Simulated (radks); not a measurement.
Question: The mean radii <r> (bohr) of the occupied orbitals of an atom or ion are listed with their occupations. Method: scalar-relativistic Kohn-Sham, BLYP, spin-polarised, spherical densities, finite nucleus; Fermi nuclear charge, rms radius of each element as measured or else 0.836 A^(1/3) + 0.57 fm; computed with a radial shooting solver on a logarithmic mesh with Libxc functionals.

| orbital | occ. | <r> |
|---|---|---|
| 1s up | 1 | 0.09688 |
| 1s down | 1 | 0.09687 |
| 2s up | 1 | 0.4790 |
| 2s down | 1 | 0.4789 |
| 2p up | 3 | 0.4419 |
| 2p down | 3 | 0.4418 |
| 3s up | 1 | 1.571 |
| 3s down | 1 | 1.582 |
| 3p up | 2 | 1.753 |

Name the element and its charge. Open shells, if any, are filled with parallel spins first.

Answer: Z = 16, sulfur, charge +2: S2+ in [Ne] 3s2 3p2. The 1s radius gives Z: for a bare nucleus <r> = (2 gamma + 1)/(2Z) with gamma = sqrt(1 - (Z/c)^2), 0.09332 bohr for Z = 16, and screening makes it slightly larger (0.09688 here). The occupations add up to 14, and the charge is Z minus that.
